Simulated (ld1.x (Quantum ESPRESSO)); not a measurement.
# How hard is this Hf (Z = 72) RRKJ potential?

```
Element                 : Hf (Z = 72)
Generator               : ld1.x (Quantum ESPRESSO) 7.5
Type                    : norm-conserving RRKJ (Kleinman–Bylander form)
Functional              : PBE
Relativity              : fully relativistic
Frozen core             : [Xe] 4f14
Valence charge          : 4
Reference configuration : 5d2 6s1 6p1
Partial waves           : 6p (bound): rc 4.20 bohr; 5d (bound): rc 2.65 bohr; 6s (bound): rc 3.10 bohr
Local potential         : the s channel
Core correction         : none
rho0                    : 0.01
```

Open shells are filled in proportion to 2j + 1 (rel_dist='average').

The pseudo-atom Hamiltonian at the reference potential is diagonalised in spherical Bessel functions j_l(qr) that vanish at 20 bohr, with q² up to the cutoff. All-electron valence levels (Ry): 6p1/2 -0.1747, 6p3/2 -0.1425, 5d3/2 -0.3056, 5d5/2 -0.2704, 6s -0.4404.

Question: How do the lowest levels (Ry) of each channel move with the cutoff, and are there ghosts?

Answer:

```tsv
cutoff (Ry)	p1/2 #1	p1/2 #2	p3/2 #1	p3/2 #2	d3/2 #1	d3/2 #2	d5/2 #1	s #1	f #1	Σ f·Δε (mRy)
8	-0.1746	0.0173	-0.1425	0.0238	-0.1198	0.0394	-0.1160	-0.4377	0.0837	336.7
10	-0.1746	0.0173	-0.1425	0.0238	-0.1897	0.0340	-0.1768	-0.4390	0.0837	206.4
15	-0.1747	0.0173	-0.1425	0.0238	-0.2847	0.0299	-0.2545	-0.4403	0.0837	35.9
18	-0.1747	0.0173	-0.1425	0.0238	-0.3029	0.0293	-0.2685	-0.4403	0.0837	4.6
25	-0.1747	0.0173	-0.1425	0.0238	-0.3056	0.0293	-0.2703	-0.4404	0.0837	0.1
30	-0.1747	0.0173	-0.1425	0.0238	-0.3056	0.0293	-0.2704	-0.4404	0.0837	0.0
400	-0.1747	0.0173	-0.1425	0.0238	-0.3056	0.0293	-0.2704	-0.4404	0.0837	0.0
```

Result: no extra level below or beside the all-electron valence levels (p1/2, p3/2, d3/2, d5/2, s, f tested); 10 mRy is reached at 18 Ry and 1 mRy at 21 Ry.

Its largest configuration-test error is +359 meV.
